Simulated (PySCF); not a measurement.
PySCF job for CH8SSi2, SMILES C[SiH2]S[SiH3], KT2/pcSseg-1. Coordinates come from a B3LYP-D3(BJ)/def2-SVP optimisation. One conformer was computed; it need not be the lowest.

```python
import numpy as np
from pyscf import gto, scf, dft
from pyscf.prop.nmr import rks as nmr

mol = gto.M(
    atom='''
    Si    1.40697646    1.13162855    0.65968072
    S     0.45563685   -0.79751592    0.83133190
    Si   -0.78107391   -0.78246049   -0.95252184
    C    -2.09340190    0.56104079   -0.88817432
    H     2.00243352    1.30972871   -0.69614581
    H     0.44863790    2.24901787    0.89905270
    H     2.47266839    1.16739865    1.69639884
    H     0.08208426   -0.59851530   -2.15559987
    H    -1.40028534   -2.13582906   -0.98671609
    H    -2.74362911    0.50417516   -1.77689504
    H    -2.71815366    0.44704971    0.01120075
    H    -1.63617003    1.56263135   -0.86378412
    ''',
    basis='pcSseg-1',
    charge=0,
    spin=0,
    max_memory=1600,
    verbose=3,
)
mf = dft.RKS(mol, xc='kt2')
mf.grids.level = 3
mf.conv_tol = 1e-10
mf.max_cycle = 100
mf.kernel()
n = nmr.NMR(mf)
n.verbose = 2
n.max_cycle_cphf = 60
sigma = n.kernel()
print('atom   isotropic/ppm   span/ppm')
for i, s in enumerate(sigma):
    w = np.linalg.eigvalsh((s + s.T) / 2)
    print(f'{mol.atom_symbol(i):2s}{i + 1:3d} {w.mean():14.3f} {w[2] - w[0]:11.3f}')
```

It prints:

```
converged SCF energy = -1028.99512985876
atom   isotropic/ppm   span/ppm
Si  1        413.297     112.591
S   2        792.074      96.085
Si  3        379.523     109.310
C   4        184.549      19.958
H   5         26.576       8.674
H   6         26.488       9.494
H   7         26.438       9.745
H   8         26.274       9.215
H   9         26.254       9.920
H  10         30.920      12.168
H  11         30.859      10.354
H  12         30.535      10.234
```

The calculation finished and met its thresholds.
